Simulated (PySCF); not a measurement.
F$_{2}$, charge +1, doublet, at a GFN2-xTB geometry (a state made from the parent by changing its charge; the spin is typed, not shown lowest). Base run: HF/6-311G** run with PySCF.

Geometry (Å):
```xyz
2

F      0.0000     0.0000    -0.6468
F      0.0000     0.0000     0.6468
```
Charge +1, spin multiplicity 2.
Orbitals are unrestricted.
All else is at PySCF's defaults.

The base run was repeated with changes; each row names its change, and settings that it needs were set with it.

```
change                                       E (Eh)  HOMO (eV)  <S^2>
---------------------------------------  ----------  ---------  -----
base                                     -198.15533     -29.85  0.765
functional = b3lyp5                      -198.92086     -23.74  0.752
functional = b97m_v                      -198.91862     -22.60  0.752
functional = x3lyp                       -198.93088     -23.97  0.753
functional = tpss                        -199.02183     -21.87  0.751
functional = b3lyp; dispersion = d3bj    -198.98586     -23.85  0.752
functional = m062x                       -198.90114     -26.73  0.754
functional = bhandhlyp                   -198.89122     -26.88  0.756
functional = mn15                        -198.81364     -25.36  0.751
functional = b3lyp; dispersion = d3zero  -198.98559     -23.85  0.752
functional = b3lyp; dispersion = d3bjm   -198.98593     -23.85  0.752
functional = b97-1                       -198.93621     -23.74  0.753
functional = camb3lyp                    -198.93676     -25.82  0.753
```

Total energies compare only within one method and basis.

Open shells are given as the SCF converged; they aren't shown to be the lowest states, and a large step between rows can be another state.
